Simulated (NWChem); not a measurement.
System: dimethoxyethane (C4H10O2); SMILES C(OC)COC

NWChem printed, in part:

```
             Northwest Computational Chemistry Package (NWChem) 7.3.0
             --------------------------------------------------------

                             Geometry "geometry" -> ""
                             -------------------------

 Output coordinates in angstroms (scale by  1.889725989 to convert to a.u.)

  No.       Tag          Charge          X              Y              Z
 ---- ---------------- ---------- -------------- -------------- --------------
    1 C                    6.0000    -2.71659900    -0.14965100     0.46969800
    2 O                    8.0000    -1.41349800     0.32206100     0.35145200
    3 C                    6.0000    -0.71049500    -0.24970200    -0.70804000
    4 C                    6.0000     0.71049500     0.24970200    -0.70804000
    5 O                    8.0000     1.41349800    -0.32206100     0.35145200
    6 C                    6.0000     2.71659900     0.14965100     0.46969800
    7 H                    1.0000    -3.32073800     0.05552400    -0.43811300
    8 H                    1.0000    -3.18727200     0.36146300     1.32146400
    9 H                    1.0000    -2.74988700    -1.24221100     0.65552700
   10 H                    1.0000    -1.18184600     0.00583700    -1.68137300
   11 H                    1.0000    -0.69989100    -1.35668300    -0.62967200
   12 H                    1.0000     1.18184600    -0.00583700    -1.68137300
   13 H                    1.0000     0.69989100     1.35668300    -0.62967200
   14 H                    1.0000     3.32073800    -0.05552400    -0.43811300
   15 H                    1.0000     2.74988700     1.24221100     0.65552700
   16 H                    1.0000     3.18727200    -0.36146300     1.32146400

 Effective nuclear repulsion energy (a.u.)     257.7139612079

  xc_inp: hfexch multiplicative factor not found.

                                 NWChem DFT Module
                                 -----------------

 Summary of "ao basis" -> "ao basis" (spherical)
 ------------------------------------------------------------------------------
       Tag                 Description            Shells   Functions and Types
 ---------------- ------------------------------  ------  ---------------------
 C                           6-31g*                  6       14   3s2p1d
 O                           6-31g*                  6       14   3s2p1d
 H                           6-31g*                  2        2   2s

            General Information
            -------------------
          SCF calculation type: DFT
          Wavefunction type:  closed shell.
          No. of atoms     :    16
          No. of electrons :    50
           Alpha electrons :    25
            Beta electrons :    25
          Charge           :     0
          Spin multiplicity:     1
          Use of symmetry is: off; symmetry adaption is: off
          Maximum number of iterations: 150
          AO basis - number of functions:   104
                     number of shells:    56
          Convergence on energy requested:  1.00D-06
          Convergence on density requested:  1.00D-05
          Convergence on gradient requested:  5.00D-04

              XC Information
              --------------
                     Hartree-Fock (Exact) Exchange  1.000

      Superposition of Atomic Density Guess
      -------------------------------------

 Sum of atomic energies:        -305.13204645

      Non-variational initial energy
      ------------------------------

 Total energy =    -308.684246
 1-e energy   =    -925.155403
 2-e energy   =     358.757196
 HOMO         =      -0.322156
 LUMO         =       0.141146

     ---------------------------------------------
      Total Density - Mulliken Population Analysis
     ---------------------------------------------

    Atom       Charge   Shell Charges
 -----------   ------   -------------------------------------------------------
    1 C    6     6.24   2.00  0.70  1.85  0.63  1.01  0.06
    2 O    8     8.66   2.00  0.92  3.01  0.90  1.79  0.03
    3 C    6     6.02   2.00  0.70  1.81  0.57  0.88  0.06
    4 C    6     6.02   2.00  0.70  1.81  0.57  0.88  0.06
    5 O    8     8.66   2.00  0.92  3.01  0.90  1.79  0.03
    6 C    6     6.24   2.00  0.70  1.85  0.63  1.01  0.06
    7 H    1     0.82   0.48  0.34
    8 H    1     0.80   0.48  0.32
    9 H    1     0.82   0.48  0.34
   10 H    1     0.82   0.48  0.35
   11 H    1     0.83   0.48  0.35
   12 H    1     0.82   0.48  0.35
   13 H    1     0.83   0.48  0.35
   14 H    1     0.82   0.48  0.34
   15 H    1     0.82   0.48  0.34
   16 H    1     0.80   0.48  0.32

   convergence    iter        energy       DeltaE   RMS-Dens  Diis-err
 ---------------- ----- ----------------- --------- --------- ---------
 d= 0,ls=0.0,diis     1   -306.8885424502 -5.65D+02  4.87D-03  6.21D-01
 d= 0,ls=0.0,diis     2   -306.9600524952 -7.15D-02  2.13D-03  1.20D-01
 d= 0,ls=0.0,diis     3   -306.9716912786 -1.16D-02  6.08D-04  1.19D-02
 d= 0,ls=0.0,diis     4   -306.9730691928 -1.38D-03  1.52D-04  1.95D-04
 d= 0,ls=0.0,diis     5   -306.9731011347 -3.19D-05  3.76D-05  1.08D-05
  Resetting Diis
 d= 0,ls=0.0,diis     6   -306.9731034101 -2.28D-06  1.18D-05  6.61D-07
 d= 0,ls=0.0,diis     7   -306.9731035736 -1.64D-07  2.30D-06  4.74D-08

         Total DFT energy =     -306.973103573591
      One electron energy =     -929.663709342751
           Coulomb energy =      405.802457265444
    Exchange-Corr. energy =      -40.825812704211
 Nuclear repulsion energy =      257.713961207927

 Numeric. integr. density =        0.000000000000

                       DFT Final Molecular Orbital Analysis
                       ------------------------------------

 Vector   23  Occ=2.000000D+00  E=-4.660526D-01
              MO Center=  7.4D-13, -2.6D-15, -1.5D-01, r^2= 3.6D+00
   Bfn.  Coefficient  Atom+Function         Bfn.  Coefficient  Atom+Function
  ----- ------------  ---------------      ----- ------------  ---------------
    31      0.187558   3 C  px               45     -0.187558   4 C  px
    32      0.173383   3 C  py               46     -0.173383   4 C  py
    19     -0.170755   2 O  pz               61     -0.170755   5 O  pz
    18     -0.166890   2 O  py               60      0.166890   5 O  py
    17     -0.161688   2 O  px               59      0.161688   5 O  px

 Vector   24  Occ=2.000000D+00  E=-4.202084D-01
              MO Center= -1.9D-12, -4.7D-14, -1.3D-02, r^2= 4.6D+00
   Bfn.  Coefficient  Atom+Function         Bfn.  Coefficient  Atom+Function
  ----- ------------  ---------------      ----- ------------  ---------------
    18      0.278817   2 O  py               60     -0.278817   5 O  py
    22      0.236133   2 O  py               64     -0.236133   5 O  py
    19     -0.190020   2 O  pz               61     -0.190020   5 O  pz
    23     -0.157823   2 O  pz               65     -0.157823   5 O  pz
    94      0.151950  11 H  s                98      0.151950  13 H  s

 Vector   25  Occ=2.000000D+00  E=-4.113933D-01
              MO Center=  1.8D-12,  3.1D-14,  3.0D-02, r^2= 4.7D+00
   Bfn.  Coefficient  Atom+Function         Bfn.  Coefficient  Atom+Function
  ----- ------------  ---------------      ----- ------------  ---------------
    18      0.262667   2 O  py               60      0.262667   5 O  py
    19     -0.255961   2 O  pz               61      0.255961   5 O  pz
    22      0.221528   2 O  py               64      0.221528   5 O  py
    23     -0.215434   2 O  pz               65      0.215434   5 O  pz
    86     -0.126483   7 H  s               100      0.126483  14 H  s

 Vector   26  Occ=0.000000D+00  E= 2.367036D-01
              MO Center=  1.0D-11,  3.0D-12, -7.1D-01, r^2= 8.0D+00
   Bfn.  Coefficient  Atom+Function         Bfn.  Coefficient  Atom+Function
  ----- ------------  ---------------      ----- ------------  ---------------
    34      0.956481   3 C  s                48      0.956481   4 C  s
    92     -0.857063  10 H  s                96     -0.857063  12 H  s
     6      0.793674   1 C  s                76      0.793674   6 C  s
    86     -0.561545   7 H  s               100     -0.561545  14 H  s
    94     -0.558512  11 H  s                98     -0.558512  13 H  s

 Vector   27  Occ=0.000000D+00  E= 2.423478D-01
              MO Center= -1.4D-11, -1.8D-12, -2.5D-02, r^2= 1.1D+01
   Bfn.  Coefficient  Atom+Function         Bfn.  Coefficient  Atom+Function
  ----- ------------  ---------------      ----- ------------  ---------------
     6      1.315686   1 C  s                76     -1.315686   6 C  s
    34      0.834906   3 C  s                48     -0.834906   4 C  s
    90     -0.754562   9 H  s               102      0.754562  15 H  s
    86     -0.684853   7 H  s               100      0.684853  14 H  s
    94     -0.589075  11 H  s                98      0.589075  13 H  s

 Vector   28  Occ=0.000000D+00  E= 2.808169D-01
              MO Center=  1.4D-12,  4.3D-14, -1.4D-01, r^2= 1.1D+01
   Bfn.  Coefficient  Atom+Function         Bfn.  Coefficient  Atom+Function
  ----- ------------  ---------------      ----- ------------  ---------------
     6      1.527291   1 C  s                76      1.527291   6 C  s
    34     -0.932095   3 C  s                48     -0.932095   4 C  s
    92      0.791814  10 H  s                96      0.791814  12 H  s
    88     -0.775560   8 H  s               104     -0.775560  16 H  s
    90     -0.655432   9 H  s               102     -0.655432  15 H  s

     ---------------------------------------------
      Total Density - Mulliken Population Analysis
     ---------------------------------------------

    Atom       Charge   Shell Charges
 -----------   ------   -------------------------------------------------------
    1 C    6     6.15   2.00  0.65  1.97  0.59  0.86  0.08
    2 O    8     8.63   2.00  0.88  2.90  0.98  1.83  0.03
    3 C    6     5.97   2.00  0.66  1.97  0.53  0.73  0.08
    4 C    6     5.97   2.00  0.66  1.97  0.53  0.73  0.08
    5 O    8     8.63   2.00  0.88  2.90  0.98  1.83  0.03
    6 C    6     6.15   2.00  0.65  1.97  0.59  0.86  0.08
    7 H    1     0.86   0.53  0.33
    8 H    1     0.82   0.53  0.29
    9 H    1     0.86   0.53  0.33
   10 H    1     0.86   0.53  0.33
   11 H    1     0.84   0.53  0.32
   12 H    1     0.86   0.53  0.33
   13 H    1     0.84   0.53  0.32
   14 H    1     0.86   0.53  0.33
   15 H    1     0.86   0.53  0.33
   16 H    1     0.82   0.53  0.29

     -------------------------------------------
      Total Density - Lowdin Population Analysis
     -------------------------------------------

    Atom       Charge   Shell Charges
 -----------   ------   -------------------------------------------------------
    1 C    6     6.18   1.99  0.54  1.79  0.44  1.28  0.14
    2 O    8     8.29   1.99  0.83  2.79  0.65  1.96  0.07
    3 C    6     6.07   1.99  0.53  1.80  0.40  1.19  0.16
    4 C    6     6.07   1.99  0.53  1.80  0.40  1.19  0.16
    5 O    8     8.29   1.99  0.83  2.79  0.65  1.96  0.07
    6 C    6     6.18   1.99  0.54  1.79  0.44  1.28  0.14
    7 H    1     0.90   0.51  0.39
    8 H    1     0.87   0.51  0.37
    9 H    1     0.90   0.51  0.39
   10 H    1     0.90   0.51  0.38
   11 H    1     0.89   0.51  0.38
   12 H    1     0.90   0.51  0.38
   13 H    1     0.89   0.51  0.38
   14 H    1     0.90   0.51  0.39
   15 H    1     0.90   0.51  0.39
   16 H    1     0.87   0.51  0.37

     Multipole analysis of the density
     ---------------------------------

     L   x y z        total         alpha         beta         nuclear
     -   - - -        -----         -----         ----         -------
     0   0 0 0     -0.000000    -25.000000    -25.000000     50.000000

     1   1 0 0      0.000000      0.000000      0.000000      0.000000
     1   0 1 0     -0.000000     -0.000000     -0.000000     -0.000000
     1   0 0 1     -0.617089     -1.460138     -1.460138      2.303187

     2   2 0 0    -22.927447   -346.881588   -346.881588    670.835730
     2   1 1 0      1.942621     -9.327539     -9.327539     20.597700
     2   1 0 1     -0.000000     -0.000000     -0.000000     -0.000000
     2   0 2 0    -29.075485    -31.877812    -31.877812     34.680140
     2   0 1 1      0.000000      0.000000      0.000000      0.000000
     2   0 0 2    -28.157523    -53.043348    -53.043348     77.929172

                     NWChem Electrostatic Potential Fit Module
                     -----------------------------------------

 Atom parameters

 Number of atoms is                                   16
 Number of basis functions is                        104

 Grid parameters

 Maximum number of grid points is                  53542
 Number of grid points is                          53541
 Grid range                                     0.300000 nm
 Grid spacing                                   0.020000 nm
 Probe radius                                   0.070000 nm
 Atom radius factor                             1.000000

 Atomic radii

    1    0.100000
    6    0.147000
    8    0.136000
 FASTESP  F
  using M.O. file = ./job.movecs

    Atom              Coordinates                           Charge

                                                  ESP

    1 C    -0.271660   -0.014965    0.046970    0.266156
    2 O    -0.141350    0.032206    0.035145   -0.485717
    3 C    -0.071050   -0.024970   -0.070804    0.319439
    4 C     0.071050    0.024970   -0.070804    0.318775
    5 O     0.141350   -0.032206    0.035145   -0.485850
    6 C     0.271660    0.014965    0.046970    0.271204
    7 H    -0.332074    0.005552   -0.043811   -0.022208
    8 H    -0.318727    0.036146    0.132146    0.006819
    9 H    -0.274989   -0.124221    0.065553   -0.017406
   10 H    -0.118185    0.000584   -0.168137   -0.049982
   11 H    -0.069989   -0.135668   -0.062967   -0.016889
   12 H     0.118185   -0.000584   -0.168137   -0.050069
   13 H     0.069989    0.135668   -0.062967   -0.017351
   14 H     0.332074   -0.005552   -0.043811   -0.024714
   15 H     0.274989    0.124221    0.065553   -0.017730
   16 H     0.318727   -0.036146    0.132146    0.005522
                                            ------------
                                               -0.000000

 Dipole moment                                  0.637456

 Quadrupole moment Qxx                         11.492742
                   Qyy                         -6.689117
                   Qzz                         -4.803625

 RMS deviation kJ/mol                           0.057226

 RRMS %                                        32.510020
```

Level: Hartree-Fock/6-31G* (spherical d). Coordinates come from a PBE0/def2-SVP optimisation.

Problem. Which NWChem input produces such a log?

Solution. One answer among several that fit: the input that was run:
```
start job
memory heap 200 mb stack 900 mb global 1100 mb
geometry units angstroms noautosym nocenter noautoz
  C     -2.716599    -0.149651     0.469698
  O     -1.413498     0.322061     0.351452
  C     -0.710495    -0.249702    -0.708040
  C      0.710495     0.249702    -0.708040
  O      1.413498    -0.322061     0.351452
  C      2.716599     0.149651     0.469698
  H     -3.320738     0.055524    -0.438113
  H     -3.187272     0.361463     1.321464
  H     -2.749887    -1.242211     0.655527
  H     -1.181846     0.005837    -1.681373
  H     -0.699891    -1.356683    -0.629672
  H      1.181846    -0.005837    -1.681373
  H      0.699891     1.356683    -0.629672
  H      3.320738    -0.055524    -0.438113
  H      2.749887     1.242211     0.655527
  H      3.187272    -0.361463     1.321464
end
basis spherical
  C library 6-31g*
  O library 6-31g*
  H library 6-31g*
end
dft
  xc hfexch
  iterations 150
  mulliken
end
task dft energy
esp
  recalculate
  probe 0.07
  range 0.3
  factor 1.0
  spacing 0.02
end
task esp
```
